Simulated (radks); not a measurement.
Results of a calculation; reference values are marked as such.
Excited configurations of neutral zinc: one electron is placed in a higher orbital outside [Ar] 3d10 4s1. The ground configuration is [Ar] 3d10 4s2. Level of theory: scalar-relativistic Kohn-Sham, PBE, spin-polarised, spherical densities, point nucleus; open shells are filled with parallel spins first (a radial shooting solver on a logarithmic mesh with Libxc functionals). Excitation = E - E(ground); binding = E(ion) - E, where the ion is the core of charge +1; n* = 1/sqrt(2 binding) in atomic units, and the quantum defect is n - n*.

outer orbital  excitation (eV)  binding (eV)     n*  quantum defect  eigenvalue (eV)  <r> (bohr)
4p                       4.336         5.261  1.608           2.392           -2.503       3.718
4f                       8.631         0.966  3.753           0.247           -0.480       16.71
5s                       6.669         2.927  2.156           2.844           -1.768       7.506
5p                       7.532         2.064  2.567           2.433           -1.204       9.825
5d                       8.483         1.114  3.495           1.505           -0.632       17.64
5f                       8.924         0.673  4.498           0.502           -0.405       28.32
6s                       8.072         1.524  2.988           3.012           -0.955       14.83
6d                       8.849         0.748  4.266           1.734           -0.473       28.33
7s                       8.658         0.938  3.808           3.192           -0.620       24.46
7d                       9.064         0.533  5.054           1.946           -0.357       41.80

Estimate the row for 7p.

Answer. excitation (eV) 8.829; binding (eV) 0.768; n* 4.210; quantum defect 2.790; eigenvalue (eV) -0.505; <r> (bohr) 29.39. The Delta-SCF ionisation energy is 9.597 eV (NIST Atomic Spectra Database: 9.394 eV, measured). Self-interaction in the functional shifts the binding energies and quantum defects, so they are the method's values and not measured ones.
